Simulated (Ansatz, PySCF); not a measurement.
Pulling on the B1–F3 bond in BF2H (SMILES FBF) (multiplicity 1 held, fragments rigid). Energies count from the point at 1.318 Å.
Geometry at that point (charge 0, multiplicity 1):
```xyz
4

B     -0.23542    -0.38536     0.08190
H     -0.84420    -1.38184     0.29368
F      0.89920    -0.13881     0.70492
F     -0.67460     0.50643    -0.78305
```

R- and RO- levels are restricted; in cc, def2 and unpolarised 6-31G sets they are followed outwards from rest. U- levels take the lowest unrestricted solution at each point, which mixes spins at long bonds. Left out are points that failed, MP2 points that dive below the minimum, coupled-cluster points behind a jump of the amplitudes or a sharp parting from full CI or MRCI, small-basis points behind a change of solution, and semi-empirical points at long bonds. Levels need not reach the same state.

Correlated levels freeze the cores. Rows in 6-31G* carry no dispersion term and start afresh at each structure (6-31G* with six Cartesian d functions). MP2/6-31G* freezes PySCF's default core.

The values were computed with Ansatz (an electronic-structure program); PySCF for 6-31G* rows. 

Energies in kJ/mol.

| R (Å) | R-HF/6-31G* | R-BP86/6-31G* | R-B3LYP/cc-pVTZ | R-wB97X-V/cc-pVTZ | R-MP2/6-31G* | U-CCSD/cc-pVTZ |
|---|---|---|---|---|---|---|
| 1.054 | 269 | 299 | 272 | 279 | 303 | … |
| 1.186 | 44 | 59 | 49 | 51 | 59 | 48 |
| 1.318 | 0 | 0 | 0 | 0 | 0 | 0 |
| 1.449 | 39 | 23 | 29 | 29 | 26 | 33 |
| 1.581 | 113 | 81 | 92 | 92 | 89 | 100 |
| 1.779 | 245 | 189 | 203 | 207 | 208 | 219 |
| 1.977 | 375 | 296 | 311 | 320 | 327 | 335 |
| 2.306 | 561 | 446 | 461 | 481 | 499 | 501 |
| 2.635 | 708 | 559 | 574 | 606 | 631 | 621 |
| 3.031 | 845 | 651 | 669 | 718 | 748 | … |
| 3.558 | 975 | left out | 749 | 821 | 840 | 713 |
| 4.217 | 1073 | left out | 804 | 904 | 868 | 717 |

### Question
Some entries are withheld; supply them.

### Answer

- 3.031, U-CCSD/cc-pVTZ: 690
- 1.054, U-CCSD/cc-pVTZ: 273

Doubts at one or more of the structures used: a restricted determinant that unrestricted orbitals would lower (R-HF/6-31G*, R-BP86/6-31G*, R-B3LYP/cc-pVTZ, R-wB97X-V/cc-pVTZ, R-MP2/6-31G*); a spin-contaminated determinant (U-CCSD/cc-pVTZ); T1 above 0.05 (U-CCSD/cc-pVTZ).
